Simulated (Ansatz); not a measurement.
Cost and result for the atomization energy of CH6O2Si2, SMILES `O[SiH]1OC[SiH2]1` (11 atoms, 11 bonds).

Z-matrix (Å, degrees):
```
Si
O 1 1.666
O 1 1.641 2 114.7
Si 1 2.320 2 80.0 3 114.2
H 1 1.489 2 109.7 3 -121.3
C 2 1.447 1 107.2 3 -108.1
H 3 0.958 1 117.9 2 -96.9
H 4 1.487 1 122.3 2 -114.8
H 4 1.488 1 118.9 2 103.0
H 6 1.094 2 109.8 1 113.3
H 6 1.093 2 109.2 1 -128.1
```

Charge 0, multiplicity 1. Geometry: relaxed with PBE0-D4/def2-TZVP. It is one conformer, not always the lowest. Program: Ansatz. All runs use 4 threads of an Intel Xeon 6975P-C on a shared host. Times are those of one run each, without the atoms' runs, and a repeat can differ threefold. Electronic energies, without spin–orbit coupling; frozen cores. CCSD(T)/CBS adds CCSD(T) − MP2 in def2-TZVPP to the MP2 limit, and its time is that of the two runs behind it. T1 = 0.014. HSE06 is the plane-wave form, built on full-range PBE exchange.

CCSD(T)/CBS is a level of theory with its own doubt, some kJ/mol a heavy atom from the limit and from the frozen cores, so smaller differences don't rank the functionals.

```
                           level  functions  wall time  atomization (kJ/mol)  difference from CCSD(T)/CBS  per bond
          LDA (SPW92)/def2-TZVPP        261      0.8 s                4577.7                        566.5      51.5
              BLYP-D4/def2-TZVPP        261      1.2 s                3974.9                        -36.3      -3.3
 PBE-D4/def2-TZVPP (with forces)        261      1.4 s                4045.3                         34.1       3.1
              PBE0-D4/def2-TZVPP        261      1.9 s                3972.0                        -39.2      -3.6
             HSE06-D4/def2-TZVPP        261      1.9 s                3974.9                        -36.3      -3.3
         CAM-B3LYP-D4/def2-TZVPP        261        2 s                4008.9                         -2.3      -0.2
                CCSD(T)/def2-SVP        108      2.5 s                3693.2                       -318.0     -28.9
               B2PLYP/def2-TZVPP        261      3.1 s                3943.3                        -67.9      -6.2
              ωB97X-V/def2-TZVPP        261        4 s                4023.7                         12.5       1.1
ωB97M-V/def2-TZVPP (with forces)        261      5.5 s                4009.9                         -1.3      -0.1
                  MP2/def2-QZVPP        491       13 s                4032.7                         21.5       2.0
              CCSD(T)/def2-TZVPP        261       40 s                3890.1                       -121.1     -11.0
               CCSD(T)/CBS(def2)          –       53 s                4011.2                          0.0       0.0
```

From r2SCAN to r2SCAN0 (25 % exact exchange), in def2-TZVPP and without D4, the atomization energy moves by −72.5 kJ/mol: exact exchange takes away binding that semilocal exchange gives to molecules. Leaving LDA and LC-ωPBE aside and taking each functional with its dispersion term where it has one, the values, not all of them listed here, spread over 180.0 kJ/mol, from BHLYP-D4 to PBE-D4. LDA lies +557.3 kJ/mol from PBE without D4, its usual overbinding. At CCSD(T), def2-SVP lies −317.9 kJ/mol from the extrapolated value and def2-TZVPP −121.1 kJ/mol: correlation converges slowly with the basis, and small sets miss more of it in the bonded molecule than in its fragments.
